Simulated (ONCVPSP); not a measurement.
# Ge, ONCV: configuration errors across variants

ONCVPSP 4.0.1 input, shortened (lines: element, Z, core and valence counts, functional; n l f; lmax; l rc ep ncon nbas qcut; lloc lpopt rc5 dvloc0; l nproj debl; icmod fcfact rcfact), PBEsol, scalar-relativistic:

```
  Ge 32.00    3    5  -116133      upf
    1    0    2.00
    2    0    2.00
    2    1    6.00
    3    0    2.00
    3    1    6.00
    3    2   10.00
    4    0    2.00
    4    1    0.50
    2
    0    0.85    0.00    4    7   11.90
    1    1.10    0.00    5    9   15.20
    2    0.70    0.00    3    8   20.20
    4    5    0.60    0.00
    0    2    2.10
    1    2    3.70
    2    2    2.40
    0    0.00    0.00
```

All-electron excitation energies from the reference (eV): (1) 3s2 3p6 3d10 4s2 4p2 -14.109; (2) 3s2 3p6 3d10 4s2 4p1 -6.655; (3) 3s2 3p6 3d10 4s2 4p0 8.794; (4) 3s2 3p6 3d9 4s2 4p3 15.516.

1 further variants failed, have other tests or too few solved ones, and are left out.

Errors AE − PS in meV (a dash: test not solved or not reliable):

| change | (1) | (2) | (3) | (4) | bound ghosts | GHOST(+) flags above zero |
| --- | --- | --- | --- | --- | --- | --- |
| base | +1.4 | +0.7 | -0.9 | +10 | none | none |
| p: rc 0.96 | +1.3 | +0.6 | -0.8 | +9.2 | none | none |
| p: rc 1.14 | +1.5 | +0.7 | -0.9 | +10 | none | none |
| p: rc 1.26 | +1.5 | +0.7 | -1.0 | +9.3 | none | none |
| p: rc 1.38 | +1.9 | +0.9 | -1.1 | +8.2 | none | none |

Problem. Give the same row for: p: rc 0.8.

Solution. +1.2, +0.6, -0.8, +7.4; bound ghosts: none; GHOST(+) flags above zero: none.
